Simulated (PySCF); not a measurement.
# Where the electron goes

Compound: CH4BFNP.
Structure used (PBE0-D3(BJ)/def2-SVP), in Å, numbered top down from 1:
```xyz
9
CH4BFNP angstrom
N      1.8271    0.4652   -1.8524
C      1.4308    0.0333   -0.8492
B      0.7472   -0.4891    0.4657
P     -0.9768    0.2339    0.1120
F     -2.0951   -0.0135    1.2156
H      0.6184   -1.6959    0.5199
H      1.1446    0.0388    1.4854
H     -1.0280    1.6361   -0.0639
H     -1.6079   -0.2267   -1.0669
```

Theory: TDDFT PBE0/def2-SVPD, vertical, gas phase, core orbitals frozen in the response (PySCF 2.14.0, density-fitted response routines).

Frontier orbitals with the atoms that hold most of them (Löwdin shares over 4%, at most four atoms; ? is withheld):

| orbital | ε (eV) | atoms |
| --- | --- | --- |
| LUMO+2 | 0.01 | P4 43%, H8 17%, H9 15%, B3 7% |
| LUMO+1 | -0.13 | P4 25%, H9 21%, H8 18%, B3 14% |
| LUMO | -1.76 | P4 42%, F5 15%, N1 9%, H9 8% |
| HOMO | -8.92 | ? |
| HOMO-1 | -9.06 | ? |
| HOMO-2 | -9.96 | N1 70%, C2 18%, B3 6% |
| HOMO-3 | -10.58 | B3 26%, C2 22%, N1 18%, H6 11% |

Problem. Which atoms hold the HOMO-1, and with what shares?

Solution. N1 (bonded to C) 36%; C2 (bonded to B and N) 26%; B3 (bonded to C, P and 2 H) 13%; P4 (bonded to B, F and 2 H) 10%.

Problem. Which atoms hold the HOMO, and with what shares?

Solution. N1 (bonded to C) 35%; C2 (bonded to B and N) 26%; B3 (bonded to C, P and 2 H) 18%; H7 (bonded to B) 9%.

Problem. The HOMO–LUMO gap is 7.16 eV. Where does the response calculation put the lowest singlet, and from which orbitals?

Solution. S1 is at 5.75 eV (f = 0.0006), 1.41 eV below the gap, made of HOMO→LUMO (97%). 

Problem. Give energy, strength and leading configuration of S1, S2, S3 and S7, and follow the Löwdin shares of the leading atoms from the occupied to the empty orbital.

Solution. 
- S1 (5.75 eV, f 0.0006), HOMO→LUMO (97%): N1 35% → 9%, C2 26% → at most 9%, P4 at most 10% → 42%, F5 at most 10% → 15%
- S2 (6.10 eV, f 0.043), HOMO-1→LUMO (94%): N1 36% → 9%, C2 26% → at most 9%, P4 10% → 42%, F5 at most 10% → 15%
- S3 (6.96 eV, f 0.0047), HOMO-2→LUMO (96%): N1 70% → 9%, C2 18% → at most 9%, P4 at most 4% → 42%, F5 at most 4% → 15%
- S7 (7.74 eV, f 0.0082), HOMO-1→LUMO+1 (70%): N1 36% → at most 15%, C2 26% → at most 15%, P4 10% → 25%, H9 at most 10% → 21%

One conformer stands for the species.
